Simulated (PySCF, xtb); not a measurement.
C4H10Si2, SMILES C(CC([SiH3])[SiH3])#C. The values are those of a single conformer.

Harmonic wavenumbers (cm⁻¹) from GFN2-xTB run with xtb 6.7.1 at its own minimum, in rising order: 59, 112, 116, 127, 178, 234, 270, 302, 419, 508, 513, 521, 564, 635, 650, 695, 769, 781, 784, 789, 805, 807, 829, 940, 988, 1071, 1104, 1151, 1259, 1314, 1461, 2224, 2236, 2251, 2254, 2274, 2277, 2290, 2908, 2914, 2944, 3395.

Question: What does PBE-D3(BJ)/def2-SVP (PySCF 2.14.0) give at its own minimum? (Estimate from the structure and the level; the computed values follow.)

Answer: 53, 96, 119, 131, 177, 230, 242, 337, 442, 537, 548, 573, 637, 641, 653, 714, 795, 866, 893, 902, 906, 908, 913, 918, 946, 1019, 1034, 1127, 1234, 1281, 1389, 2148, 2156, 2161, 2165, 2165, 2179, 2182, 2944, 2976, 2989, 3409. Paired by order, the mean absolute difference is 50 cm⁻¹ and the zero-point energies are 69.7 and 69.7 kcal/mol.
